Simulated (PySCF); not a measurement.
Compound: C₂H₆BN.
Numbering: `[BH3-:1][N+:2]#[C:3][CH3:4]` (hydrogens: H5, H6, H7 on B1; H8, H9, H10 on C4)

Geometry (PBE0-D3(BJ)/def2-SVP, Å), atoms numbered from 1 in this order:
```xyz
10
C2H6BN angstrom
B      2.0821   -0.1025    0.0085
N      0.5640   -0.0324    0.1940
C     -0.5772    0.0199    0.3309
C     -2.0122    0.0872    0.5040
H      2.4742    1.0568    0.0168
H      2.2618   -0.6572   -1.0675
H      2.5057   -0.7539    0.9539
H     -2.5177   -0.3470   -0.3709
H     -2.3288    1.1345    0.6160
H     -2.3095   -0.4731    1.4024
```

Level of theory: core-valence-separated Tamm–Dancoff BHandHLYP/aug-pcX-1 (pcseg-1 on H) in PySCF, non-relativistic, gas phase, PBE0-D3(BJ)/def2-SVP geometry. The energies are unshifted.

The lowest roots of each edge with f over 0.003 (five at most, numbered afresh; weaker and dark ones are left out), with transition dipoles (au) in the frame of the coordinates:

```csv
root,edge,E (eV),μx,μy,μz
1,C,284.43,-0.0017,-0.0958,0.0221
2,C,284.43,0.0125,0.0218,0.0951
3,C,286.73,0.0015,-0.0281,0.0233
4,C,286.73,0.0044,0.0233,0.0277
5,C,288.06,-0.0083,-0.0278,-0.0573
6,N,398.22,-0.0101,-0.0372,-0.0688
7,N,398.22,0.0013,-0.0695,0.0373
8,B,189.85,0.0048,-0.0018,0.0400
9,B,189.85,-0.0021,-0.0402,-0.0016
10,B,190.11,0.0268,-0.0014,-0.0032
```

Q: What are the oscillator strengths?

A: f = (2/3) ΔE |μ|², with ΔE in hartree (27.2114 eV):

```tsv
root	ΔE (Eh)	|μ|² (au)	f	core hole on
1	10.4525	0.009680	0.067	C3
2	10.4525	0.009673	0.067	C3
3	10.5370	0.001333	0.009	C4
4	10.5370	0.001331	0.009	C4
5	10.5859	0.004116	0.029	C4
6	14.6344	0.006218	0.061	N2
7	14.6344	0.006220	0.061	N2
8	6.9769	0.001623	0.008	B1
9	6.9769	0.001621	0.008	B1
10	6.9866	0.000729	0.003	B1
```

Q: Molecules are fixed in this frame and the field points along y. What effective strengths 3 f cos²θ do the roots have (θ between field and μ)?

A: root 1 (C3): 0.192, root 2 (C3): 0.010, root 3 (C4): 0.017, root 4 (C4): 0.011, root 5 (C4): 0.016, root 6 (N2): 0.040, root 7 (N2): 0.141, root 8 (B1): 0.000, root 9 (B1): 0.023, root 10 (B1): 0.000. Root 1 is the strongest. Averaged over all orientations cos²θ is 1/3, which gives f back. For degenerate partners only the sum has meaning, as the program may mix them freely.

